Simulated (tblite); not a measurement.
Parent: `[CH2:1]=[CH:2][C@@H:3]([CH:4]=[O:5])[CH2:6][SiH3:7]` with C1–C2–C3–C4 111°, C2–C3–C4–O5 120°, C2–C3–C6–Si7 171°, C5H10OSi.

Structures optimised with GFN2-xTB, isolated species. One conformer each, not checked by frequencies here.

| coordinate of the parent | value |
| --- | --- |
| C1=C2 | 1.320 Å |
| C2–C3 | 1.506 Å |
| C3–C4 | 1.507 Å |
| C4=O5 | 1.198 Å |
| C3–C6 | 1.528 Å |
| C6–Si7 | 1.905 Å |
| C1–C2–C3 | 124.6° |
| C2–C3–C4 | 107.2° |
| C2–C3–C6 | 111.2° |
| C4–C3–C6 | 111.7° |
| C3–C4–O5 | 125.7° |
| C3–C6–Si7 | 113.7° |

Problem. How does the shared frame change in `[CH2:1]=[CH:2][C@@:3]([CH:4]=[O:5])([CH2:6][SiH3:7])[CH2:8][Cl:9]` with C1–C2–C3–C4 25°, C2–C3–C4–O5 -118°, C2–C3–C6–Si7 -179°, C2–C3–C8–Cl9 -63°, C6H11ClOSi? Atoms pair as C1 = C1, C2 = C2, C3 = C3, C4 = C4, O5 = O5, C6 = C6, Si7 = Si7 (parent first).

Solution. 
```
   parent   relative  value in the relative  change
    C1=C2      C1=C2                1.320 Å   0.000
    C2–C3      C2–C3                1.513 Å  +0.007
    C3–C4      C3–C4                1.512 Å  +0.005
    C4=O5      C4=O5                1.198 Å   0.000
    C3–C6      C3–C6                1.537 Å  +0.009
   C6–Si7     C6–Si7                1.909 Å  +0.004
 C1–C2–C3   C1–C2–C3                 124.6°     0.0
 C2–C3–C4   C2–C3–C4                 108.8°    +1.6
 C2–C3–C6   C2–C3–C6                 109.3°    -1.9
 C4–C3–C6   C4–C3–C6                 107.8°    -3.9
 C3–C4–O5   C3–C4–O5                 126.1°    +0.4
C3–C6–Si7  C3–C6–Si7                 115.7°    +2.0
```

Of the parent's bonds, C3–C6 changes most (+0.009 Å). Bonds of the relative outside the shared frame: C3–C8 1.531, C8–Cl9 1.775 Å. Point group C1 → C1.

Problem. How does the shared frame change in `[CH2:1]=[CH:2][C@@:3]([CH3:4])([CH:5]=[O:6])[CH2:7][SiH3:8]` with C1–C2–C3–C4 -1°, C2–C3–C5–O6 104°, C2–C3–C7–Si8 -179°, C6H12OSi? Atoms pair as C1 = C1, C2 = C2, C3 = C3, C4 = C5, O5 = O6, C6 = C7, Si7 = Si8 (parent first).

Solution. 
```json
{"parent": "C1=C2", "relative": "C1=C2", "value in the relative": "1.320 Å", "change": "0.000"}
{"parent": "C2–C3", "relative": "C2–C3", "value in the relative": "1.514 Å", "change": "+0.008"}
{"parent": "C3–C4", "relative": "C3–C5", "value in the relative": "1.513 Å", "change": "+0.006"}
{"parent": "C4=O5", "relative": "C5=O6", "value in the relative": "1.198 Å", "change": "0.000"}
{"parent": "C3–C6", "relative": "C3–C7", "value in the relative": "1.532 Å", "change": "+0.004"}
{"parent": "C6–Si7", "relative": "C7–Si8", "value in the relative": "1.906 Å", "change": "+0.001"}
{"parent": "C1–C2–C3", "relative": "C1–C2–C3", "value in the relative": "126.9°", "change": "+2.3"}
{"parent": "C2–C3–C4", "relative": "C2–C3–C5", "value in the relative": "103.6°", "change": "-3.6"}
{"parent": "C2–C3–C6", "relative": "C2–C3–C7", "value in the relative": "108.1°", "change": "-3.1"}
{"parent": "C4–C3–C6", "relative": "C5–C3–C7", "value in the relative": "110.6°", "change": "-1.1"}
{"parent": "C3–C4–O5", "relative": "C3–C5–O6", "value in the relative": "125.8°", "change": "+0.1"}
{"parent": "C3–C6–Si7", "relative": "C3–C7–Si8", "value in the relative": "115.8°", "change": "+2.1"}
```

Of the parent's bonds, C2–C3 changes most (+0.008 Å). Bonds of the relative outside the shared frame: C3–C4 1.527 Å. Point group C1 → C1.

Problem. How does the shared frame change in `[CH:1]#[C:2][C@:3]([CH:4]=[CH2:5])([CH:6]=[O:7])[CH2:8][SiH3:9]` with C2–C3–C4–C5 -29°, C2–C3–C6–O7 -147°, C2–C3–C8–Si9 160°, C7H10OSi? Atoms pair as C1 = C5, C2 = C4, C3 = C3, C4 = C6, O5 = O7, C6 = C8, Si7 = Si9 (parent first).

Solution. 
```json
{"parent": "C1=C2", "relative": "C5=C4", "value in the relative": "1.320 Å", "change": "0.000"}
{"parent": "C2–C3", "relative": "C4–C3", "value in the relative": "1.518 Å", "change": "+0.012"}
{"parent": "C3–C4", "relative": "C3–C6", "value in the relative": "1.509 Å", "change": "+0.002"}
{"parent": "C4=O5", "relative": "C6=O7", "value in the relative": "1.199 Å", "change": "+0.001"}
{"parent": "C3–C6", "relative": "C3–C8", "value in the relative": "1.529 Å", "change": "+0.001"}
{"parent": "C6–Si7", "relative": "C8–Si9", "value in the relative": "1.916 Å", "change": "+0.011"}
{"parent": "C1–C2–C3", "relative": "C5–C4–C3", "value in the relative": "124.2°", "change": "-0.4"}
{"parent": "C2–C3–C4", "relative": "C4–C3–C6", "value in the relative": "101.2°", "change": "-6.0"}
{"parent": "C2–C3–C6", "relative": "C4–C3–C8", "value in the relative": "111.6°", "change": "+0.4"}
{"parent": "C4–C3–C6", "relative": "C6–C3–C8", "value in the relative": "111.2°", "change": "-0.5"}
{"parent": "C3–C4–O5", "relative": "C3–C6–O7", "value in the relative": "123.8°", "change": "-1.9"}
{"parent": "C3–C6–Si7", "relative": "C3–C8–Si9", "value in the relative": "115.4°", "change": "+1.7"}
```

Of the parent's bonds, C2–C3 and C6–Si7 change most and about equally (+0.011 to +0.012 Å). Bonds of the relative outside the shared frame: C1≡C2 1.197, C2–C3 1.453 Å. Point group C1 → C1.

These are computed values.
